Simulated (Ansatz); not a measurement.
`O[SiH2]OP` and `O[SiH2]O[SiH2][SiH3]` differ in one atom or group.

Ansatz, PBE0-D4/def2-TZVP geometries, multiplicity 1. Each molecule was computed in one conformer, which needn't be the lowest.

```csv
property,`O[SiH2]OP`
HOMO energy (PBE0/def2-TZVPP) / eV,-7.30
HOMO–LUMO gap (PBE0/def2-TZVPP) / eV,6.96
size of the dipole moment (B3LYP/def2-TZVPP) / D,1.32
HOMO–LUMO gap (PBE/def2-TZVPP) / eV,4.78
LUMO energy (PBE/def2-TZVPP) / eV,-1.28
HOMO–LUMO gap (B3LYP/def2-TZVPP) / eV,6.54
```

Q: What does the change do to each property? (Best estimate.)

A: Ansatz gave: 
| property | `O[SiH2]O[SiH2][SiH3]` | shift |
| --- | --- | --- |
| HOMO energy (PBE0/def2-TZVPP) / eV | -7.94 | -0.64 |
| HOMO–LUMO gap (PBE0/def2-TZVPP) / eV | 7.54 | 0.58 |
| size of the dipole moment (B3LYP/def2-TZVPP) / D | 1.09 | -0.23 |
| HOMO–LUMO gap (PBE/def2-TZVPP) / eV | 5.49 | 0.71 |
| LUMO energy (PBE/def2-TZVPP) / eV | -1.26 | 0.02 |
| HOMO–LUMO gap (B3LYP/def2-TZVPP) / eV | 7.19 | 0.65 |

With PBE0 the HOMO falls by 0.64 eV and the LUMO falls by 0.06 eV, so the gap widens by about 0.58 eV. PBE moves the HOMO by -0.69 eV and ωB97M-V by -0.48 eV. Dipoles are sizes alone; their direction can turn.

B3LYP here is the variant with VWN-RPA as its local correlation; programs differ in this.
